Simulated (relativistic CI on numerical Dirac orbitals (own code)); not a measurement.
Calculated levels, In XLVII

Calculated at this level of theory: Dirac-Coulomb-Breit CI, separate exchange-only KLI orbitals for each configuration, model QED (radiative potential, 1s self-energy scaled to tabulated hydrogen-like ionisation energies), unscaled Slater integrals (own radial code, finite nucleus).

Configuration list (outside the closed core 1s2): 2s, 2p, 3s, 3p, 3d, 4s, 4p, 4d, 4f, 5s, 5p, 5d, 5f, 5g. Levels of other configurations are missing.

The lowest level is 2s ²S1/2, with 100 % of that term; Hund's rules for 2s give ²S with J = 1/2, in agreement.

| No. | Configuration | Term | J | E (eV) | % | Next component (%) | Lifetime (s) |
| --- | --- | --- | --- | --- | --- | --- | --- |
| 1 | 2s | ²S | 1/2 | 0.00 | 100 |  |  |
| 2 | 2p | ²P° | 1/2 | 105.22 | 100 |  | 2.23e-10 |
| 3 | 2p | ²P° | 3/2 | 349.75 | 100 |  | 5.71e-12 |
| 4 | 3s | ²S | 1/2 | 4468.29 | 100 |  | 2.29e-14 |
| 5 | 3p | ²P° | 1/2 | 4497.36 | 100 |  | 8.42e-15 |
| 6 | 3p | ²P° | 3/2 | 4569.96 | 100 |  | 9.61e-15 |
| 7 | 3d | ²D | 3/2 | 4579.55 | 100 |  | 3.01e-15 |
| 8 | 3d | ²D | 5/2 | 4601.86 | 100 |  | 3.15e-15 |
| 9 | 4s | ²S | 1/2 | 6010.00 | 100 |  | 3.36e-14 |
| 10 | 4p | ²P° | 1/2 | 6021.91 | 100 |  | 1.44e-14 |
| 11 | 4p | ²P° | 3/2 | 6052.45 | 100 |  | 1.60e-14 |
| 12 | 4d | ²D | 3/2 | 6056.46 | 100 |  | 6.96e-15 |
| 13 | 4d | ²D | 5/2 | 6065.89 | 100 |  | 7.32e-15 |
| 14 | 4f | ²F° | 5/2 | 6066.10 | 100 |  | 1.45e-14 |
| 15 | 4f | ²F° | 7/2 | 6070.76 | 100 |  | 1.47e-14 |
| 16 | 5s | ²S | 1/2 | 6716.64 | 100 |  | 5.25e-14 |
| 17 | 5p | ²P° | 1/2 | 6722.65 | 100 |  | 2.44e-14 |
| 18 | 5p | ²P° | 3/2 | 6738.24 | 100 |  | 2.69e-14 |
| 19 | 5d | ²D | 3/2 | 6740.28 | 100 |  | 1.33e-14 |
| 20 | 5d | ²D | 5/2 | 6745.11 | 100 |  | 1.40e-14 |
| 21 | 5f | ²F° | 5/2 | 6745.23 | 100 |  | 2.79e-14 |
| 22 | 5g | ²G | 7/2 | 6747.61 | 100 |  | 4.76e-14 |
| 23 | 5f | ²F° | 7/2 | 6747.61 | 100 |  | 2.84e-14 |
| 24 | 5g | ²G | 9/2 | 6749.04 | 100 |  | 4.79e-14 |

Energies count from the lowest computed level; ° marks odd parity; lifetimes are radiative, by E1, M1, E2, M2 decay to levels of this space only.

The mean weight of the leading LS term, summed over parents, in these 24 levels is 100 %, and that of the leading jj configuration (from the same eigenvectors) 100 %.

At this charge energies of transitions that change n are usually good to better than 1 %, and those within a shell (Δn = 0) to a few per cent.
